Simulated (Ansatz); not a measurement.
Geometry optimisation, RKS PBE0-D4/STO-3G in Ansatz.

The input (input.yaml):

```yaml
crystal:
  periodic: [false, false, false]
  atoms:
    - { symbol: B, position_ang: [0.0, 0.0, 0.0] }
    - { symbol: "N", position_ang: [0.0, 0.0, 1.55] }
    - { symbol: H, position_ang: [-0.877, -0.2713, 2.08] }
    - { symbol: H, position_ang: [0.877, 0.2713, 2.08] }
    - { symbol: C, position_ang: [1.3856, 0.0, -0.8] }
    - { symbol: H, position_ang: [1.7152, -1.0462, -0.9702] }
    - { symbol: H, position_ang: [1.2491, 0.508, -1.7774] }
    - { symbol: H, position_ang: [2.1552, 0.5381, -0.2082] }
    - { symbol: C, position_ang: [-1.3856, 0.0, -0.8] }
    - { symbol: H, position_ang: [-1.9458, -0.9305, -0.5708] }
    - { symbol: H, position_ang: [-1.9898, 0.8797, -0.4946] }
    - { symbol: H, position_ang: [-1.1839, 0.0508, -1.8903] }
basis:
  gaussian: { orbitals: STO-3G }
hamiltonian:
  xc: pbe0
  dispersion: d4
relax:
  f_tol: 0.02
  max_steps: 40
```

Run as:

```bash
$ ansatz run input.yaml --threads 1 --pin off --max-ram 2048MiB --backend cpu --events-out ev --progress --plain --runs-dir out
```

Question: Where does it end, and by what steps?

Answer: It converged. The force dipped under the threshold on the way, but the program's further checks kept it going. Limits of this set-up: minimal basis. After 20 steps the energy has fallen by 0.817 eV; H12 moved furthest, 1.05 Å.

```tsv
step	energy less start (eV)	largest force component (eV/Å)	accepted
0	0.0000	5.158	yes
1	-0.6976	1.561	yes
2	-0.7592	1.164	yes
3	-0.7735	0.994	yes
4	-0.7878	0.073	yes
5	-0.7898	0.031	yes
6	-0.7699	0.617	no
7	-0.7922	0.012	yes
8	-0.7932	0.054	yes
9	-0.7847	0.558	no
10	-0.7955	0.108	yes
11	-0.7963	0.200	yes
12	-0.8043	0.079	yes
13	-0.8055	0.757	yes
14	-0.8138	0.033	yes
15	-0.8153	0.006	yes
16	-0.7944	0.679	no
17	-0.8157	0.032	yes
18	-0.8160	0.093	yes
19	-0.8157	0.075	no
20	-0.8170	0.002	yes
```

```xyz
12
Properties=species:S:1:pos:R:3
B 0.001 -0.013 0.034
N 0.010 -0.106 1.417
H -0.841 -0.240 1.991
H 0.869 -0.049 1.993
C 1.366 0.187 -0.743
H 1.549 -0.652 -1.426
H 1.332 1.090 -1.366
H 2.235 0.272 -0.080
C -1.374 -0.108 -0.745
H -2.232 -0.292 -0.089
H -1.570 0.821 -1.297
H -1.346 -0.911 -1.492
```

Whether the end is a true minimum wasn't checked by a vibrational analysis.

Time of the run: 21 s on 1 thread of Intel(R) Xeon(R) 6975P-C (Granite Rapids) (shared host), peak memory 0.14 GiB.
